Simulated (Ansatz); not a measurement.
Species: H2Ga, SMILES `[GaH2]` (charge 0, multiplicity 2), formula H₂Ga.

### Question
How many basis functions does frozen-core CCSD(T)/cc-pVTZ // B3LYP-D3(BJ)/def2-TZVP (Ansatz, a quantum-chemistry and plane-wave program) use, how many core orbitals are frozen, and how many electrons are correlated?

### Answer
71 basis functions and 9 frozen orbitals, which leaves 15 correlated electrons (filled d shells below the valence shell are correlated). Core time is of the order of seconds.
